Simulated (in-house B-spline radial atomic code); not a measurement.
Orbital energies and mean radii along the 57-electron series, configuration [Kr] 4d10 4f9 5s2. The effective charge is n√(-2ε), a non-relativistic measure. Computed with a radial B-spline atomic code at the basis-set limit: Dirac-Hartree-Fock, average of the configuration, finite nuclei.

| ion | Z | energy of 4d3/2 (Eh) | mean radius of 4d3/2 (bohr) | energy of 4f5/2 (Eh) | mean radius of 4f5/2 (bohr) | effective charge of 4d3/2 |
| --- | --- | --- | --- | --- | --- | --- |
| Ho10+ | 67 | -13.168 | 0.58258 | -6.7187 | 0.67798 | 20.527 |
| Er11+ | 68 | -14.618 | 0.56632 | -7.8954 | 0.64389 | 21.628 |
| Tm12+ | 69 | -16.145 | 0.55083 | -9.1468 | 0.61401 | 22.73 |
